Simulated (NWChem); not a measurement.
AlNH$_{3}$OBr; SMILES [NH2][Al]([OH])[Br]

```xyz
7

Al     0.0177    -0.9567     0.0000
Br     0.0068     1.3015     0.0000
O      1.4692    -1.8325     0.0000
H      2.3508    -1.4585     0.0000
N     -1.5086    -1.8247     0.0000
H     -1.5900    -2.8348     0.0000
H     -2.4233    -1.3903     0.0000
```
Atoms are numbered in this order, from 1.

Results from NWChem. Coordinates come from a PBE0/def2-SVP optimisation. Vertical excitations in the gas phase; the lowest state need not have the same character in each row.

### Question
Order these by “lowest excitation, singlet (eV)”, lowest first: PBE/def2-SVP, TDA; B3LYP/def2-SVP, TDA; Hartree-Fock/def2-SVP, CIS.

### Answer
PBE/def2-SVP, TDA (5.03), B3LYP/def2-SVP, TDA (5.57), Hartree-Fock/def2-SVP, CIS (7.39)
